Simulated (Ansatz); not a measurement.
`C#[C][SnH]([C]#C)[C]#C`, relaxed with RKS PBE-D4/def2-SVP in Ansatz from a rough embedded geometry. The force threshold is 0.03 eV/Å; the program also tests the step.

Total charge 0; spin multiplicity 1. Sn takes the def2 core potential.

Start:

```xyz
11

C     0.935    3.031   -0.156
C     0.770    1.793   -0.276
Sn    0.509   -0.287   -0.427
C     0.587   -1.120    1.586
C     0.551   -1.577    2.638
C    -1.291   -0.733   -1.326
C    -2.329   -0.969   -1.834
H     1.040    4.017   -0.094
H     1.886   -0.977   -1.364
H     0.598   -1.996    3.592
H    -3.256   -1.183   -2.340
```

Problem. How much energy does the relaxation release, and in how many steps? (Best estimate.)

Solution. Ansatz gave: 20.10 kcal/mol, in 4 steps.

Problem. Which bonds change most? (Best estimate.)

Solution. Computed: C1–H8 from 0.993 to 1.083 Å; Sn3–H9 from 1.802 to 1.715 Å; Sn3–C4 from 2.180 to 2.094 Å; C4–C5 from 1.147 to 1.228 Å.

Problem. Give the relaxed structure. (Estimate.)

Solution. Ansatz gave: 
```xyz
11

C     0.921    2.998   -0.178
C     0.781    1.781   -0.259
Sn    0.578   -0.298   -0.417
C     0.565   -1.106    1.515
C     0.574   -1.593    2.642
C    -1.268   -0.713   -1.315
C    -2.340   -0.970   -1.856
H     1.038    4.072   -0.103
H     1.862   -0.961   -1.341
H     0.577   -2.018    3.638
H    -3.289   -1.193   -2.328
```
